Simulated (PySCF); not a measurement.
W(NH)(S)(SH)2 (H3NS3W), SMILES [NH]=[W](=[S])([SH])[SH], multiplicity 1. Coordinates come from a PBE-D3(BJ)/def2-SVP optimisation. The spin state was assumed, not searched. The structure was generated by enumeration; whether it is a known compound was not checked. The def2 effective core potentials stand for the cores of W; spin–orbit coupling is left out. One conformer was computed; it need not be the lowest.

Computed with PySCF 2.14.0 with PBE-D3(BJ)/def2-SVP.

Harmonic wavenumbers (cm⁻¹): 111, 119, 130, 183, 214, 279, 324, 373, 376, 515, 546, 596, 613, 641, 965, 2586, 2599, 3505. Rotational constants (GHz): 1.658, 1.420, 1.079; symmetry number 1.

Q: Work out the zero-point energy and the ideal-gas rigid-rotor harmonic-oscillator thermochemistry at 298.15 K and 1 atm.

A: ZPE = ½ Σ hcν = ½ × 14674 cm⁻¹ = 87.77 kJ/mol. H − E(el) = 112.46 kJ/mol. Entropy in J/(mol K): translation 179.76, rotation 122.29, vibration 88.41, total 390.46. G − E(el) = -3.95 kJ/mol. Cp = 123.82 J/(mol K). Modes under 150 cm⁻¹ make the vibrational entropy uncertain.
